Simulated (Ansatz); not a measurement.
Total energies of the cluster RbBr2 (the lowest doublet isomer of a short search) from Ansatz at PBE0-D4/def2-TZVP, gas phase (1 Eh = 27.2114 eV = 2625.5 kJ/mol). The reference geometry is relaxed at PBE-D4/def2-TZVP.

```xyz
3

Rb    1.1110    1.4460    0.5092
Br    0.6376   -1.5870   -0.4043
Br   -1.7487    0.1411   -0.1049
```

| state | geometry | energy (Eh) |
| --- | --- | --- |
| charge 0 doublet | reference | -5171.89696 |
| charge 1 singlet | reference | -5171.58423 |
| charge 0 quartet | relaxed at PBE-D4/def2-TZVP | -5171.73476 |
| free Rb atom (doublet) | – | -24.08178 |
| free Br atom (doublet) | – | -2573.81189 |

In the def2 sets Rb takes a core potential; there is no spin–orbit coupling.

**Question.** Work out the vertical ionisation energy to the singlet.

**Answer.** E(charge 1 singlet) − E(charge 0 doublet) = -5171.58423 − (-5171.89696) = 0.31273 Eh = 8.51 eV. For comparison, −ε of the highest occupied level of the spin that leaves is 6.33 eV at this level, 2.18 eV less.

**Question.** Which of the charge 0 states is lowest, and how far above it are the others?

**Answer.** The doublet. quartet: -5171.73476 − (-5171.89696) = 0.16220 Eh = 425.9 kJ/mol. The quartet differs in its bonds from the reference.

**Question.** What is the binding energy per atom against free atoms?

**Answer.** Atoms: 1 × (-24.08178) + 2 × (-2573.81189) = -5171.70556 Eh. Binding: -5171.70556 − (-5171.89696) = 0.19140 Eh = 5.21 eV, or 1.74 eV for each of 3 atoms (no zero-point energy, no counterpoise term).

The restricted singlet is unstable towards broken spin symmetry in Hartree–Fock (as tested in another run); at PBE0-D4/def2-TZVP this wasn't settled. 

The structure comes from a short search, and lower isomers may exist.
